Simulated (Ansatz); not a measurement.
Consider the ligand exchange at a B–O bond: `SB[O][AlH][Cl]` + `O[SiH3]` → `[SiH3]OBS` + `[OH][AlH][Cl]`.

Isolated molecules relaxed with PBE0-D4/def2-TZVP in Ansatz; ΔE leaves out vibrations. CCSD(T)/CBS adds triple-zeta CCSD(T) − MP2 to the extrapolated MP2 energy (def2 sets, frozen cores). This one scheme is used for every species. Functionals use def2-TZVPP. One conformer a species, not always the lowest.

`SB[O][AlH][Cl]`:

Cartesian coordinates in Å:
```
S 1.648 1.045 -1.339
B 1.048 0.237 0.167
O -0.260 -0.014 0.291
Al -1.872 -0.461 0.330
Cl -2.388 -2.321 -0.453
H 2.940 1.073 -0.979
H 1.824 -0.054 1.032
H -2.940 0.496 0.950
```

`O[SiH3]`:

```xyz
6

O     0.293    0.467    1.157
Si   -0.226   -0.193   -0.261
H     1.132    0.928    1.155
H    -0.403    0.842   -1.316
H    -1.527   -0.832    0.041
H     0.731   -1.212   -0.776
```

`[SiH3]OBS`:

Z-matrix (Å, degrees):
```
Si
O 1 1.646
H 1 1.481 2 108.1
H 1 1.488 2 111.3 3 120.2
H 1 1.481 2 107.9 3 -119.6
B 2 1.348 1 142.0 3 -116.4
S 6 1.807 2 125.7 1 -0.2
H 6 1.196 2 119.3 1 179.8
H 7 1.345 6 98.4 2 -0.1
```

`[OH][AlH][Cl]`:

Z-matrix (Å, degrees):
```
Al
O 1 1.684
Cl 1 2.096 2 119.8
H 1 1.563 2 119.3 3 180.0
H 2 0.956 1 124.3 3 0.0
```

```tsv
level	ΔE (eV)
B97M-V	0.06
HF/def2-SVP	0.15
```

Question: What does CCSD(T)/CBS give? (Estimate.)

Answer: The calculation gave: +0.03 eV. The listed levels differ from it by 0.03, 0.12 eV.

Largest T1 diagnostic among the species: 0.013.

Leaving LDA and LC-ωPBE aside and taking each functional with its dispersion term where it has one, the values, not all of them listed here, spread over 0.04 eV, from revPBE-D4 to BHLYP-D4. LDA lies −0.03 eV from PBE without D4. In def2-TZVPP, CCSD(T) changes the Hartree–Fock value by −0.08 eV (the triples alone add −0.01 eV) and MP2 by −0.08 eV. At CCSD(T), def2-SVP lies +0.04 eV from the extrapolated value and def2-TZVPP +0.01 eV.
